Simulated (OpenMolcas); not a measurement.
**How methods differ on SiH2Br2 (dibromosilane)**

SiH2Br2: 5 atoms, total charge 0, spin state singlet. As SMILES, `Br[SiH2]Br`. Geometry: relaxed at PBE0-D4/def2-TZVP.

Quantity: the HOMO–LUMO gap, in eV. The values are calculated.

| level | kind | program | value (eV) | CPU time |
| --- | --- | --- | --- | --- |
| SVWN5/def2-SVP | LDA | OpenMolcas | 5.80 | 17 s |
| PBE/def2-SVP | GGA | OpenMolcas | 5.96 | 21 s |
| revPBE/def2-SVP | GGA | OpenMolcas | 6.02 | 21 s |
| TPSS/def2-SVP | meta-GGA | OpenMolcas | 6.32 | 27 s |
| r2SCAN/def2-SVP | meta-GGA | OpenMolcas | 6.59 | 26 s |
| B3LYP/def2-SVP | global hybrid | OpenMolcas | 7.71 | 23 s |
| BHLYP/def2-SVP | global hybrid | OpenMolcas | 10.37 | 20 s |
| M06-2X/def2-SVP | hybrid meta-GGA | OpenMolcas | 10.23 | 26 s |

All-electron rows without a relativistic Hamiltonian named are non-relativistic. The values span 5.80 to 10.37 eV. Orbital gaps aren't excitation energies; they tend to grow with the share of exact exchange. Times are those of the runs behind each value, whatever else they computed, on shared processors of several kinds: orders of magnitude only.
